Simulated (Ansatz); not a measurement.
`C=[C]1[S][GaH]1`. Charge 0, multiplicity 1.

Z-matrix (Å, degrees):
```
C
C 1 1.323
H 1 1.084 2 120.7
H 1 1.087 2 121.7 3 -180.0
S 2 1.805 1 132.0 3 180.0
Ga 2 1.891 1 154.7 3 -0.0
H 6 1.530 2 168.0 1 -0.0
```

Question: List the harmonic frequencies (cm⁻¹, unscaled) at PBE0-D4/def2-TZVP in Ansatz. (Estimate.)

Answer: Computed: 245, 291, 352, 470, 487, 566, 633, 667, 889, 1052, 1417, 1684, 2097, 3135, 3226.

Question: Is this a minimum?

Answer: Yes, all 15 modes are real.

Question: Give the ideal-gas thermochemistry at 298.15 K and 1 bar (rigid rotor, harmonic oscillator; point group Cs, symmetry number 1).

Answer: Zero-point energy 102.9 kJ/mol; H(298) − E = 118.9 kJ/mol; entropy 310.8 J/(mol·K), of which translation 169.4, rotation 110.7, vibration 30.6; G(298) − E = 26.3 kJ/mol.

Question: Rotational constants (cm⁻¹)?

Answer: 0.2008, 0.1088, 0.07056.
